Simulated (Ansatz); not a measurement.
The molecule TiF, multiplicity 4 (the spin of the measured ground state). No spin–orbit coupling. Ti is treated without relativity.

Seven points along R, fitted to fifth degree in 1/R; most abundant isotopes. In def2 and cc sets the state is the lowest found near the PBE0 minimum, followed along R.

Codes used: Ansatz (a program for electronic structure) with Gaussian orbitals. Values without a source in brackets are computed.

Energies at wB97X-V/def2-TZVPP:

```tsv
R (Å)	E (hartree)
1.672015	-949.16704118
1.716961	-949.17276968
1.758312	-949.17576165
1.805057	-949.17701716
1.851801	-949.17646284
1.905737	-949.17406978
1.968662	-949.16949386
```

With a reduced mass of 13.6069 u, find the minimum, the force constant and the constants.

A fifth-degree polynomial in 1/R puts the minimum at r_e = 1.8125 Å with force constant 347 N/m. Then ω_e = (1/2πc)√(k/μ) = 658 cm⁻¹ and B_e = h/(8π²cμr_e²) = 0.3771 cm⁻¹; the cubic and quartic terms give α_e = 0.0026 and ω_e x_e = 3.1 cm⁻¹.
